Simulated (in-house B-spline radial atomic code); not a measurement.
Removal energies of one electron outside the [Ar] 3d10 4s2 core along the 31-electron series, with the parts due to correlation (partial-wave tail included) and to Breit and QED terms, both contained in the total; recoil is left out. Computed with an all-electron radial atomic-structure program (B-spline basis): frozen-core Dirac-Hartree-Fock with a screened correlation potential.

```json
{"ion": "Ga", "Z": "31", "removal energy of 4p1/2 (eV)": "6.1649", "correlation part of 4p1/2 (eV)": "0.83118", "Breit and QED part of 4p1/2 (eV)": "-0.0016377", "removal energy of 4p3/2 (eV)": "6.0596", "correlation part of 4p3/2 (eV)": "0.81559", "Breit and QED part of 4p3/2 (eV)": "0.00020172"}
{"ion": "Ge+", "Z": "32", "removal energy of 4p1/2 (eV)": "16.078", "correlation part of 4p1/2 (eV)": "0.99196", "Breit and QED part of 4p1/2 (eV)": "-0.0063379", "removal energy of 4p3/2 (eV)": "15.855", "correlation part of 4p3/2 (eV)": "0.97684", "Breit and QED part of 4p3/2 (eV)": "-0.0022472"}
{"ion": "As2+", "Z": "33", "removal energy of 4p1/2 (eV)": "28.487", "correlation part of 4p1/2 (eV)": "1.0888", "Breit and QED part of 4p1/2 (eV)": "-0.012434", "removal energy of 4p3/2 (eV)": "28.118", "correlation part of 4p3/2 (eV)": "1.0737", "Breit and QED part of 4p3/2 (eV)": "-0.0056681"}
{"ion": "Se3+", "Z": "34", "removal energy of 4p1/2 (eV)": "43.122", "correlation part of 4p1/2 (eV)": "1.1638", "Breit and QED part of 4p1/2 (eV)": "-0.019936", "removal energy of 4p3/2 (eV)": "42.574", "correlation part of 4p3/2 (eV)": "1.1486", "Breit and QED part of 4p3/2 (eV)": "-0.010059"}
{"ion": "Br4+", "Z": "35", "removal energy of 4p1/2 (eV)": "59.844", "correlation part of 4p1/2 (eV)": "1.2277", "Breit and QED part of 4p1/2 (eV)": "-0.028919", "removal energy of 4p3/2 (eV)": "59.082", "correlation part of 4p3/2 (eV)": "1.2125", "Breit and QED part of 4p3/2 (eV)": "-0.015479"}
{"ion": "Kr5+", "Z": "36", "removal energy of 4p1/2 (eV)": "78.571", "correlation part of 4p1/2 (eV)": "1.2848", "Breit and QED part of 4p1/2 (eV)": "-0.039478", "removal energy of 4p3/2 (eV)": "77.558", "correlation part of 4p3/2 (eV)": "1.2696", "Breit and QED part of 4p3/2 (eV)": "-0.021997"}
{"ion": "Rb6+", "Z": "37", "removal energy of 4p1/2 (eV)": "99.253", "correlation part of 4p1/2 (eV)": "1.3366", "Breit and QED part of 4p1/2 (eV)": "-0.051706", "removal energy of 4p3/2 (eV)": "97.946", "correlation part of 4p3/2 (eV)": "1.3217", "Breit and QED part of 4p3/2 (eV)": "-0.029685"}
{"ion": "Sr7+", "Z": "38", "removal energy of 4p1/2 (eV)": "121.85", "correlation part of 4p1/2 (eV)": "1.3847", "Breit and QED part of 4p1/2 (eV)": "-0.065708", "removal energy of 4p3/2 (eV)": "120.21", "correlation part of 4p3/2 (eV)": "1.3702", "Breit and QED part of 4p3/2 (eV)": "-0.038608"}
{"ion": "Zr9+", "Z": "40", "removal energy of 4p1/2 (eV)": "?", "correlation part of 4p1/2 (eV)": "?", "Breit and QED part of 4p1/2 (eV)": "?", "removal energy of 4p3/2 (eV)": "?", "correlation part of 4p3/2 (eV)": "?", "Breit and QED part of 4p3/2 (eV)": "?"}
{"ion": "Nb10+", "Z": "41", "removal energy of 4p1/2 (eV)": "200.97", "correlation part of 4p1/2 (eV)": "1.5112", "Breit and QED part of 4p1/2 (eV)": "-0.1194", "removal energy of 4p3/2 (eV)": "197.99", "correlation part of 4p3/2 (eV)": "1.4991", "Breit and QED part of 4p3/2 (eV)": "-0.073535"}
{"ion": "Mo11+", "Z": "42", "removal energy of 4p1/2 (eV)": "?", "correlation part of 4p1/2 (eV)": "?", "Breit and QED part of 4p1/2 (eV)": "?", "removal energy of 4p3/2 (eV)": "?", "correlation part of 4p3/2 (eV)": "?", "Breit and QED part of 4p3/2 (eV)": "?"}
{"ion": "Tc12+", "Z": "43", "removal energy of 4p1/2 (eV)": "263.03", "correlation part of 4p1/2 (eV)": "1.5839", "Breit and QED part of 4p1/2 (eV)": "-0.16604", "removal energy of 4p3/2 (eV)": "258.85", "correlation part of 4p3/2 (eV)": "1.5748", "Breit and QED part of 4p3/2 (eV)": "-0.10433"}
{"ion": "Ru13+", "Z": "44", "removal energy of 4p1/2 (eV)": "296.85", "correlation part of 4p1/2 (eV)": "1.6179", "Breit and QED part of 4p1/2 (eV)": "-0.19295", "removal energy of 4p3/2 (eV)": "291.96", "correlation part of 4p3/2 (eV)": "1.6106", "Breit and QED part of 4p3/2 (eV)": "-0.1222"}
{"ion": "Rh14+", "Z": "45", "removal energy of 4p1/2 (eV)": "332.52", "correlation part of 4p1/2 (eV)": "1.6498", "Breit and QED part of 4p1/2 (eV)": "-0.22242", "removal energy of 4p3/2 (eV)": "326.84", "correlation part of 4p3/2 (eV)": "1.6447", "Breit and QED part of 4p3/2 (eV)": "-0.14182"}
{"ion": "Pd15+", "Z": "46", "removal energy of 4p1/2 (eV)": "370.04", "correlation part of 4p1/2 (eV)": "1.6804", "Breit and QED part of 4p1/2 (eV)": "-0.25456", "removal energy of 4p3/2 (eV)": "363.5", "correlation part of 4p3/2 (eV)": "1.6778", "Breit and QED part of 4p3/2 (eV)": "-0.16326"}
{"ion": "Ag16+", "Z": "47", "removal energy of 4p1/2 (eV)": "409.43", "correlation part of 4p1/2 (eV)": "1.7093", "Breit and QED part of 4p1/2 (eV)": "-0.28951", "removal energy of 4p3/2 (eV)": "401.92", "correlation part of 4p3/2 (eV)": "1.7095", "Breit and QED part of 4p3/2 (eV)": "-0.18659"}
{"ion": "Cd17+", "Z": "48", "removal energy of 4p1/2 (eV)": "?", "correlation part of 4p1/2 (eV)": "?", "Breit and QED part of 4p1/2 (eV)": "?", "removal energy of 4p3/2 (eV)": "?", "correlation part of 4p3/2 (eV)": "?", "Breit and QED part of 4p3/2 (eV)": "?"}
{"ion": "In18+", "Z": "49", "removal energy of 4p1/2 (eV)": "493.79", "correlation part of 4p1/2 (eV)": "1.7636", "Breit and QED part of 4p1/2 (eV)": "-0.36831", "removal energy of 4p3/2 (eV)": "484.07", "correlation part of 4p3/2 (eV)": "1.7703", "Breit and QED part of 4p3/2 (eV)": "-0.23925"}
```

**Question.** Fill in the row of Zr9+.

**Answer.** removal energy of 4p1/2 (eV): 172.73; correlation part of 4p1/2 (eV): 1.4716; Breit and QED part of 4p1/2 (eV): -0.099451; removal energy of 4p3/2 (eV): 170.25; correlation part of 4p3/2 (eV): 1.4584; Breit and QED part of 4p3/2 (eV): -0.060462.

**Question.** Fill in the row of Mo11+.

**Answer.** removal energy of 4p1/2 (eV): 231.07; correlation part of 4p1/2 (eV): 1.5485; Breit and QED part of 4p1/2 (eV): -0.14156; removal energy of 4p3/2 (eV): 227.53; correlation part of 4p3/2 (eV): 1.5378; Breit and QED part of 4p3/2 (eV): -0.088133.

**Question.** Fill in the row of Cd17+.

**Answer.** removal energy of 4p1/2 (eV): 450.68; correlation part of 4p1/2 (eV): 1.7374; Breit and QED part of 4p1/2 (eV): -0.32737; removal energy of 4p3/2 (eV): 442.11; correlation part of 4p3/2 (eV): 1.7406; Breit and QED part of 4p3/2 (eV): -0.2119.
